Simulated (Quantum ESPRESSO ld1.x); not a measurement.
ld1.x (Quantum ESPRESSO 7.5) input

```
 &input
    zed=68.0,
    iswitch=1,
    rel=1,
    dft='REVPBE',
    config='[Ar] 3d10 4s2',
    verbosity='high',
    prefix='ld1',
    max_out_wfc=37,
    file_charge='ld1.rho',
 /
```

It prints:

```
     Program LD1 v.7.5 starts

     --------------------------- All-electron run ----------------------------

     scalar relativistic calculation

     atomic number is 68.00
     dft =REVPBE   lsd =0 sic =0 latt =0  beta=0.20 tr2=1.0E-14
     Exchange-correlation= REVPBE
                           (   1   4   4   4   0   0   0)
     mesh =2105 r(mesh) = 100.73490 a.u. xmin = -8.00 dx = 0.00800
     1 Ry =  13.60569312 eV, c = 137.03599908

     n l     nl                  e(Ry)          e(Ha)          e(eV)
     1 0     1S 1( 2.00)   -4341.548608754   -2170.774304377 -59069.7780493
     2 0     2S 1( 2.00)    -830.465632475    -415.232816237 -11299.0605446
     2 1     2P 1( 6.00)    -748.886856348    -374.443428174 -10189.1247513
     3 0     3S 1( 2.00)    -274.695607814    -137.347803907  -3737.4241421
     3 1     3P 1( 6.00)    -249.791580648    -124.895790324  -3398.5875910
     3 2     3D 1(10.00)    -219.594900024    -109.797450012  -2987.7408211
     4 0     4S 1( 2.00)    -131.541201324     -65.770600662  -1789.7092182

     final scf error:  1.6E-15 reached in  23 iterations

     Etot =  -24412.205029 Ry,  -12206.102515 Ha, -332144.970083 eV

     Ekin =   26608.208501 Ry,   13304.104251 Ha,  362023.119418 eV
     Encl =  -55785.998534 Ry,  -27892.999267 Ha, -759007.176620 eV
     Eh   =    5197.919257 Ry,    2598.959628 Ha,   70721.294289 eV
     Exc  =    -432.334253 Ry,    -216.167126 Ha,   -5882.207170 eV

     normalization and overlap integrals

     s(1S/1S) =  1.000000  <r> =   0.0204  <r2> =    0.0006  r(max) =   0.0128
     s(1S/2S) = -0.026391
     s(1S/3S) = -0.011681
     s(1S/4S) = -0.006553
     s(2S/2S) =  1.000000  <r> =   0.0863  <r2> =    0.0088  r(max) =   0.0734
     s(2S/3S) = -0.007394
     s(2S/4S) = -0.003944
     s(2P/2P) =  1.000000  <r> =   0.0765  <r2> =    0.0072  r(max) =   0.0596
     s(2P/3P) = -0.005926
     s(3S/3S) =  1.000000  <r> =   0.2216  <r2> =    0.0560  r(max) =   0.2061
     s(3S/4S) = -0.002850
     s(3P/3P) =  1.000000  <r> =   0.2198  <r2> =    0.0558  r(max) =   0.2012
     s(3D/3D) =  1.000000  <r> =   0.1981  <r2> =    0.0458  r(max) =   0.1634
     s(4S/4S) =  1.000000  <r> =   0.4442  <r2> =    0.2216  r(max) =   0.4371

     ------------------------ End of All-electron run ------------------------
```

Run on one thread of a shared host, so times are rough (Intel(R) Xeon(R) Processor @ 2.60GHz): 0.43 s of CPU time, 1.4 s wall, 23 iterations on 2105 mesh points.
